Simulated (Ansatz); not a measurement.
Breaking the Sn1–F2 bond in ClFSn (SMILES [F][Sn][Cl]) (multiplicity 1 held, fragments rigid). Energies count from the point at 1.951 Å.
Geometry at that point (charge 0, multiplicity 1):
```tsv
atom	x (Å)	y (Å)	z (Å)
Sn	0.1909	0.1489	0.4976
F	0.9072	1.4228	-0.7953
Cl	-1.0418	-1.1911	-1.0426
```

R- and RO- levels are restricted; in cc, def2 and unpolarised 6-31G sets they are followed outwards from rest. Unrestricted levels (U-) break spin symmetry where that is lower. Left out are points that failed, MP2 points in a non-variational dive below the minimum, coupled-cluster points behind a sign of a changed root (a jump of the amplitudes, or a one-step jump against full CI or MRCI), small-basis points behind a change of solution, and semi-empirical points at long bonds. Curves can end on different states.

Frozen-core correlation. Filled d and f shells under p-block atoms count as core.

Codes used: Ansatz (Gaussian basis) for Hartree–Fock, density functionals and correlated methods. Each number belongs to the level named beside it. In def2 rows elements past Kr take small-core potentials, without spin–orbit coupling.

Energies in eV.

```
R (Å)  R-r2SCAN/def2-TZVPP  R-B3LYP/def2-TZVPP  U-SCS-MP2/def2-TZVPP  R-CCSD(T)/def2-TZVPP
-----  -------------------  ------------------  --------------------  --------------------
1.561                 3.12                3.26                  3.23                  3.21
1.756                 0.48                0.55                  0.51                  0.50
1.951                 0.00                0.00                  0.00                  0.00
2.146                 0.33                0.28                  0.34                  0.35
2.342                 0.92                0.83                  0.96                  0.97
2.634                 1.86                1.74                  1.97                  1.97
2.927                 2.69                2.56                  4.24                  2.85
3.415                 3.71                3.59                  5.11                  3.99
3.903                 4.35                4.28                  5.28                  4.61
4.488                 4.80                4.80                  5.33                  2.56
5.269                 5.11                5.17                  5.33              left out
6.244                 5.28                5.42                  5.34              left out
```

Doubts at one or more of the structures used: a restricted determinant that unrestricted orbitals would lower (R-r2SCAN/def2-TZVPP, R-B3LYP/def2-TZVPP, R-CCSD(T)/def2-TZVPP); a spin-contaminated determinant (U-SCS-MP2/def2-TZVPP); T1 above 0.05 (R-CCSD(T)/def2-TZVPP); other coupled-cluster roots lie near (R-CCSD(T)/def2-TZVPP).

Ansatz is an electronic-structure program.
